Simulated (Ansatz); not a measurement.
Bond stretch in GeNa (anion, charge -1), lowest singlet found (which spin is the ground state isn't settled by this scan).

- RCCSD(T) = CCSD(T) on RHF/aug-cc-pVDZ, cores with 3d frozen (Ansatz, an electronic-structure program)
- RKS-PBE = restricted PBE/aug-cc-pVDZ (Ansatz)
- RKS-PBE0 = restricted PBE0/aug-cc-pVDZ in Ansatz
- FCI = full CI/aug-cc-pVDZ, cores with 3d frozen in Ansatz

Cost and accuracy over the 18 points of the scan, with FCI as yardstick. Costs are rough ratios of core time within Ansatz on shared cores, each with its mean field (Kohn-Sham runs search longer for lower solutions than correlated ones do); the miss is the largest error against full CI of the curve after the mean shift, in kJ/mol.

Q: Which is the cheapest of these levels that stays within 19 kJ/mol of FCI?

A: RCCSD(T).

```json
[
 {"level": "RCCSD(T)", "relative cost": "1", "largest error": "8.3"},
 {"level": "RKS-PBE", "relative cost": "1", "largest error": "29.2"},
 {"level": "RKS-PBE0", "relative cost": "1", "largest error": "30.7"}
]
```

Costs within a factor of two of each other count as equal.

The scan ran from 2.06 to 9.73 Å; beyond the distances shown full CI changes its symmetry label. The T1 diagnostic of CCSD on the restricted reference of RCCSD(T) exceeds 0.045 at 3.08 to 5.60 Å. Where the anion isn't bound against loss of the electron, the finite basis alone holds it. The restricted form behind RKS-PBE, RKS-PBE0 keeps the bonding electrons paired and can't separate into open-shell fragments. Also computed but left out beside FCI, since their determinant holds another spin at the minimum (<S²> over 0.7 above the pure value): UHF, UMP2, UCCSD, UCCSD(T), UCCSDT, UCCSDT(Q), UKS-PBE0, UKS-PBE, UKS-B3LYP/6-31G*, UKS-M06-2X/6-31G*, UKS-BP86/6-31G*, UKS-LDA (SVWN5)/6-31G*.
